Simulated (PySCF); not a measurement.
H5ClOSi2, singlet, geometry from GFN2-xTB, atoms displaced at random by about 0.03 Å a coordinate; B3LYP/6-31G, gradient by finite differences (PySCF).

PySCF was given this input:
```python
from pyscf import gto, scf, dft

mol = gto.M(
    atom='''
Si   -2.131881    0.003139   -0.652727
O    -0.493923    0.062062   -0.786915
Si    1.066504    0.134025   -0.426852
Cl    1.390036   -0.115704    1.506556
H    -2.541495   -1.349107   -1.243816
H    -2.656280    1.131737   -1.414674
H    -2.479954    0.074185    0.723614
H     1.604073    1.374585   -0.891971
H     1.638640   -1.134334   -1.154911
''',
    basis='6-31g',
    charge=0,
    spin=0,
    verbose=4,
)

mf = dft.RKS(mol)
mf.xc = 'b3lyp'
mf.conv_tol = 1e-11
mf.kernel()
scan, done = mf.as_scanner(), []
scan.scf_summary = {}
def energy(d):
    c = mol.atom_coords()
    c[3, 0] += d
    e = scan(mol.set_geom_(c, unit='Bohr', inplace=False))
    done.append(scan.converged)
    return e
h = 0.2
fd = (energy(h) - energy(-h)) / (2 * h)
print('dE/dx =', fd)
```

It wrote (shortened):

```
PySCF version 2.14.0

[INPUT] verbose = 4
[INPUT] num. atoms = 9
[INPUT] num. electrons = 58
[INPUT] charge = 0
[INPUT] spin (= nelec alpha-beta = 2S) = 0
[INPUT] symmetry False subgroup None
[INPUT] Mole.unit = angstrom
[INPUT] Symbol           X                Y                Z      unit          X                Y                Z       unit  Magmom
[INPUT]  1 Si    -2.131881000000   0.003139000000  -0.652727000000 AA   -4.028671220164   0.005931850305  -1.233475264109 Bohr   0.0
[INPUT]  2 O     -0.493923000000   0.062062000000  -0.786915000000 AA   -0.933379196624   0.117280182743  -1.487053833312 Bohr   0.0
[INPUT]  3 Si     1.066504000000   0.134025000000  -0.426852000000 AA    2.015400470753   0.253270543845  -0.806633375723 Bohr   0.0
[INPUT]  4 Cl     1.390036000000  -0.115704000000   1.506556000000 AA    2.626787343286  -0.218648871517   2.846978231320 Bohr   0.0
[INPUT]  5 H     -2.541495000000  -1.349107000000  -1.243816000000 AA   -4.802729496951  -2.549442742734  -2.350471589352 Bohr   0.0
[INPUT]  6 H     -2.656280000000   1.131737000000  -1.414674000000 AA   -5.019641710160   2.138672975037  -2.673346415543 Bohr   0.0
[INPUT]  7 H     -2.479954000000   0.074185000000   0.723614000000 AA   -4.686433861520   0.140189332551   1.367432279901 Bohr   0.0
[INPUT]  8 H      1.604073000000   1.374585000000  -0.891971000000 AA    3.031258653809   2.597589184935  -1.685580901054 Bohr   0.0
[INPUT]  9 H      1.638640000000  -1.134334000000  -1.154911000000 AA    3.096580816757  -2.143580593782  -2.182465488248 Bohr   0.0

nuclear repulsion = 280.407674636278
number of shells = 36
number of NR pGTOs = 180
number of NR cGTOs = 58
basis = 6-31g
ecp = {}

******** <class 'pyscf.dft.rks.RKS'> ********
method = RKS
initial guess = minao
damping factor = 0
level_shift factor = 0
DIIS = <class 'pyscf.scf.diis.CDIIS'>
diis_start_cycle = 1
diis_space = 8
diis_damp = 0
SCF conv_tol = 1e-11
SCF conv_tol_grad = None
SCF max_cycles = 50
direct_scf = True
direct_scf_tol = 1e-13
XC library pyscf.dft.libxc version 7.1.2
    S. Lehtola, C. Steigemann, M. J. T. Oliveira, and M. A. L. Marques,  SoftwareX 7, 1–5 (2018)
XC functionals = b3lyp
    P. J. Stephens, F. J. Devlin, C. F. Chabalowski, and M. J. Frisch,  J. Phys. Chem. 98, 11623 (1994)
radial grids:
    Treutler-Ahlrichs [JCP 102, 346 (1995); DOI:10.1063/1.469408] (M4) radial grids

becke partition: Becke, JCP 88, 2547 (1988); DOI:10.1063/1.454033
pruning grids: <function nwchem_prune>
grids dens level: 3
symmetrized grids: False
atomic radii adjust function: <function treutler_atomic_radii_adjust>
small_rho_cutoff = 0
Set gradient conv threshold to 3.16228e-06
Initial guess from minao.
tot grids = 120368
init E= -1117.74536378206
  HOMO = -0.325878933365584  LUMO = -0.0340155355704941  gap/eV = 7.94201
cycle= 1 E= -1117.2307251371  delta_E= 0.515  |g|= 0.828  |ddm|= 2.77
  HOMO = -0.158862436236958  LUMO = 0.0178826792180728  gap/eV = 4.80948
cycle= 2 E= -1116.88796564735  delta_E= 0.343  |g|= 1.55  |ddm|= 2.22
  HOMO = -0.301543768915398  LUMO = -0.0100008967135832  gap/eV = 7.93329
cycle= 3 E= -1117.3648137817  delta_E= -0.477  |g|= 0.135  |ddm|= 1.65
  HOMO = -0.294754675253322  LUMO = 0.0032867893110613  gap/eV = 8.11012
cycle= 4 E= -1117.36997327711  delta_E= -0.00516  |g|= 0.0465  |ddm|= 0.278
  HOMO = -0.295937424414127  LUMO = 0.00309669536472024  gap/eV = 8.13713
cycle= 5 E= -1117.37065119958  delta_E= -0.000678  |g|= 0.00735  |ddm|= 0.0769
  HOMO = -0.296837110786657  LUMO = 0.00218382777372872  gap/eV = 8.13677
cycle= 6 E= -1117.37067142674  delta_E= -2.02e-05  |g|= 0.000645  |ddm|= 0.0137
  HOMO = -0.296856602842401  LUMO = 0.00219283884906729  gap/eV = 8.13755
cycle= 7 E= -1117.37067156683  delta_E= -1.4e-07  |g|= 9.04e-05  |ddm|= 0.0013
  HOMO = -0.296855009466169  LUMO = 0.00219546109254454  gap/eV = 8.13758
cycle= 8 E= -1117.37067157024  delta_E= -3.41e-09  |g|= 2.47e-05  |ddm|= 0.000218
  HOMO = -0.296854850608994  LUMO = 0.00219451666181136  gap/eV = 8.13755
cycle= 9 E= -1117.37067157046  delta_E= -2.22e-10  |g|= 3.32e-06  |ddm|= 4.6e-05
  HOMO = -0.296854723850676  LUMO = 0.00219482595767739  gap/eV = 8.13755
cycle= 10 E= -1117.37067157047  delta_E= -6.37e-12  |g|= 7.07e-07  |ddm|= 6.03e-06
  HOMO = -0.296854592502176  LUMO = 0.00219482338672039  gap/eV = 8.13755
Extra cycle  E= -1117.37067157047  delta_E= 3.18e-12  |g|= 7.16e-07  |ddm|= 2.04e-06
converged SCF energy = -1117.37067157047
Create scanner for <class 'pyscf.dft.rks.RKS'>

WARN: Mole.unit (angstrom) is changed to Bohr

New geometry
   1 Si    -2.131881000000   0.003139000000  -0.652727000000 AA   -4.028671220164   0.005931850305  -1.233475264109 Bohr
   2 O     -0.493923000000   0.062062000000  -0.786915000000 AA   -0.933379196624   0.117280182743  -1.487053833312 Bohr
   3 Si     1.066504000000   0.134025000000  -0.426852000000 AA    2.015400470753   0.253270543845  -0.806633375723 Bohr
   4 Cl     1.495871442184  -0.115704000000   1.506556000000 AA    2.826787343286  -0.218648871517   2.846978231320 Bohr
   5 H     -2.541495000000  -1.349107000000  -1.243816000000 AA   -4.802729496951  -2.549442742734  -2.350471589352 Bohr
   6 H     -2.656280000000   1.131737000000  -1.414674000000 AA   -5.019641710160   2.138672975037  -2.673346415543 Bohr
   7 H     -2.479954000000   0.074185000000   0.723614000000 AA   -4.686433861520   0.140189332551   1.367432279901 Bohr
   8 H      1.604073000000   1.374585000000  -0.891971000000 AA    3.031258653809   2.597589184935  -1.685580901054 Bohr
   9 H      1.638640000000  -1.134334000000  -1.154911000000 AA    3.096580816757  -2.143580593782  -2.182465488248 Bohr

******** <class 'pyscf.scf.hf.RKS_Scanner'> ********
method = RKS_Scanner
initial guess = minao
damping factor = 0
level_shift factor = 0
DIIS = <class 'pyscf.scf.diis.CDIIS'>
diis_start_cycle = 1
diis_space = 8
diis_damp = 0
SCF conv_tol = 1e-11
SCF conv_tol_grad = None
SCF max_cycles = 50
direct_scf = True
direct_scf_tol = 1e-13
XC library pyscf.dft.libxc version 7.1.2
    S. Lehtola, C. Steigemann, M. J. T. Oliveira, and M. A. L. Marques,  SoftwareX 7, 1–5 (2018)
XC functionals = b3lyp
    P. J. Stephens, F. J. Devlin, C. F. Chabalowski, and M. J. Frisch,  J. Phys. Chem. 98, 11623 (1994)
radial grids:
    Treutler-Ahlrichs [JCP 102, 346 (1995); DOI:10.1063/1.469408] (M4) radial grids

becke partition: Becke, JCP 88, 2547 (1988); DOI:10.1063/1.454033
pruning grids: <function nwchem_prune>
grids dens level: 3
symmetrized grids: False
atomic radii adjust function: <function treutler_atomic_radii_adjust>
small_rho_cutoff = 0
Set gradient conv threshold to 3.16228e-06
tot grids = 120368
init E= -1117.36605091483
  HOMO = -0.298356434124534  LUMO = -0.000933237766364448  gap/eV = 8.09330
cycle= 1 E= -1117.37376950642  delta_E= -0.00772  |g|= 0.0154  |ddm|= 0.123
  HOMO = -0.298362445568995  LUMO = -0.00120177016716805  gap/eV = 8.08615
cycle= 2 E= -1117.37369159474  delta_E= 7.79e-05  |g|= 0.0266  |ddm|= 0.0446
  HOMO = -0.297037317048465  LUMO = -0.000420349059560898  gap/eV = 8.07136
cycle= 3 E= -1117.37383473554  delta_E= -0.000143  |g|= 0.00175  |ddm|= 0.0236
  HOMO = -0.297240728960704  LUMO = -0.000400925862054535  gap/eV = 8.07742
cycle= 4 E= -1117.37383569676  delta_E= -9.61e-07  |g|= 0.000548  |ddm|= 0.00356
  HOMO = -0.29721266539058  LUMO = -0.000378671714810652  gap/eV = 8.07726
cycle= 5 E= -1117.37383577958  delta_E= -8.28e-08  |g|= 0.000138  |ddm|= 0.000974
  HOMO = -0.29720728363374  LUMO = -0.000376185740715185  gap/eV = 8.07719
cycle= 6 E= -1117.37383578618  delta_E= -6.6e-09  |g|= 2.66e-05  |ddm|= 0.000271
  HOMO = -0.29720873447148  LUMO = -0.000377581905666391  gap/eV = 8.07719
cycle= 7 E= -1117.37383578644  delta_E= -2.56e-10  |g|= 1.99e-06  |ddm|= 4.84e-05
  HOMO = -0.297208953639294  LUMO = -0.000377632617776458  gap/eV = 8.07719
cycle= 8 E= -1117.37383578643  delta_E= 3.87e-12  |g|= 2.41e-07  |ddm|= 4.68e-06
  HOMO = -0.29720888982865  LUMO = -0.00037763078278541  gap/eV = 8.07719
Extra cycle  E= -1117.37383578644  delta_E= -1.59e-12  |g|= 1.61e-07  |ddm|= 8.57e-07
converged SCF energy = -1117.37383578644

WARN: Mole.unit (angstrom) is changed to Bohr

New geometry
   1 Si    -2.131881000000   0.003139000000  -0.652727000000 AA   -4.028671220164   0.005931850305  -1.233475264109 Bohr
   2 O     -0.493923000000   0.062062000000  -0.786915000000 AA   -0.933379196624   0.117280182743  -1.487053833312 Bohr
   3 Si     1.066504000000   0.134025000000  -0.426852000000 AA    2.015400470753   0.253270543845  -0.806633375723 Bohr
   4 Cl     1.284200557816  -0.115704000000   1.506556000000 AA    2.426787343286  -0.218648871517   2.846978231320 Bohr
   5 H     -2.541495000000  -1.349107000000  -1.243816000000 AA   -4.802729496951  -2.549442742734  -2.350471589352 Bohr
   6 H     -2.656280000000   1.131737000000  -1.414674000000 AA   -5.019641710160   2.138672975037  -2.673346415543 Bohr
   7 H     -2.479954000000   0.074185000000   0.723614000000 AA   -4.686433861520   0.140189332551   1.367432279901 Bohr
   8 H      1.604073000000   1.374585000000  -0.891971000000 AA    3.031258653809   2.597589184935  -1.685580901054 Bohr
   9 H      1.638640000000  -1.134334000000  -1.154911000000 AA    3.096580816757  -2.143580593782  -2.182465488248 Bohr

******** <class 'pyscf.scf.hf.RKS_Scanner'> ********
method = RKS_Scanner
initial guess = minao
damping factor = 0
level_shift factor = 0
DIIS = <class 'pyscf.scf.diis.CDIIS'>
diis_start_cycle = 1
diis_space = 8
diis_damp = 0
SCF conv_tol = 1e-11
SCF conv_tol_grad = None
SCF max_cycles = 50
direct_scf = True
direct_scf_tol = 1e-13
XC library pyscf.dft.libxc version 7.1.2
    S. Lehtola, C. Steigemann, M. J. T. Oliveira, and M. A. L. Marques,  SoftwareX 7, 1–5 (2018)
XC functionals = b3lyp
    P. J. Stephens, F. J. Devlin, C. F. Chabalowski, and M. J. Frisch,  J. Phys. Chem. 98, 11623 (1994)
radial grids:
    Treutler-Ahlrichs [JCP 102, 346 (1995); DOI:10.1063/1.469408] (M4) radial grids

becke partition: Becke, JCP 88, 2547 (1988); DOI:10.1063/1.454033
pruning grids: <function nwchem_prune>
grids dens level: 3
symmetrized grids: False
atomic radii adjust function: <function treutler_atomic_radii_adjust>
small_rho_cutoff = 0
Set gradient conv threshold to 3.16228e-06
tot grids = 120368
init E= -1117.37814798911
  HOMO = -0.297260271874912  LUMO = 0.00286318438232658  gap/eV = 8.16678
cycle= 1 E= -1117.36721916219  delta_E= 0.0109  |g|= 0.0273  |ddm|= 0.246
  HOMO = -0.292699663940504  LUMO = 0.00520304438675434  gap/eV = 8.10635
cycle= 2 E= -1117.36693908517  delta_E= 0.00028  |g|= 0.0492  |ddm|= 0.0769
  HOMO = -0.296498495047071  LUMO = 0.00388763125520941  gap/eV = 8.17392
cycle= 3 E= -1117.36740832322  delta_E= -0.000469  |g|= 0.00159  |ddm|= 0.0415
  HOMO = -0.296458885861021  LUMO = 0.00374697699656235  gap/eV = 8.16902
cycle= 4 E= -1117.36740939907  delta_E= -1.08e-06  |g|= 0.000507  |ddm|= 0.00439
  HOMO = -0.296496237554082  LUMO = 0.00374784662166805  gap/eV = 8.17006
cycle= 5 E= -1117.36740950143  delta_E= -1.02e-07  |g|= 8.9e-05  |ddm|= 0.00103
  HOMO = -0.296491560913101  LUMO = 0.00375090787989629  gap/eV = 8.17001
cycle= 6 E= -1117.36740950399  delta_E= -2.56e-09  |g|= 2.18e-05  |ddm|= 0.00017
  HOMO = -0.296491083227395  LUMO = 0.00375065895217341  gap/eV = 8.16999
cycle= 7 E= -1117.36740950413  delta_E= -1.43e-10  |g|= 5.21e-06  |ddm|= 4.17e-05
  HOMO = -0.296490850019526  LUMO = 0.00375078920094052  gap/eV = 8.16999
cycle= 8 E= -1117.36740950414  delta_E= -1.02e-11  |g|= 4.16e-07  |ddm|= 9.48e-06
  HOMO = -0.296490864161019  LUMO = 0.00375082962308704  gap/eV = 8.16999
cycle= 9 E= -1117.36740950415  delta_E= -2.5e-12  |g|= 8.51e-08  |ddm|= 1.06e-06
  HOMO = -0.296490877791265  LUMO = 0.00375081066882355  gap/eV = 8.16999
Extra cycle  E= -1117.36740950415  delta_E= 6.82e-13  |g|= 4.92e-08  |ddm|= 2.72e-07
converged SCF energy = -1117.36740950415
dE/dx = -0.016065705723917745
```
